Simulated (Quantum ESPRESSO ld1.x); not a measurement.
He I, 2 electrons, occupied as [He].

Calculated with ld1.x of Quantum ESPRESSO 7.5: Dirac Kohn-Sham, PW91, spin-unpolarised, spherical densities, point nucleus.

Energy parts (eV):
part                  energy
total                  -78.9
kinetic                 77.9
electron-nucleus      -183.4
Hartree                 55.2
exchange-correlation   -28.7

Orbitals (lengths in bohr, moments of r in powers of bohr; r(90%) holds 90 % of the orbital's charge):
| orbital | occ. | eigenvalue (eV) | <r> | r(90%) | <r^2> |
|---|---|---|---|---|---|
| 1s1/2 | 2 | -15.8718 | 0.9450 | 1.74 | 1.253 |

The highest occupied level is 1s1/2 at -15.872 eV. Summed over all electrons, <r^2> = 2.507 bohr^2, which gives a Langevin (diamagnetic) susceptibility term of -1.99 x 10^-6 cm^3/mol. The density falls to 0.001 e/bohr^3 at r = 2.55 bohr.
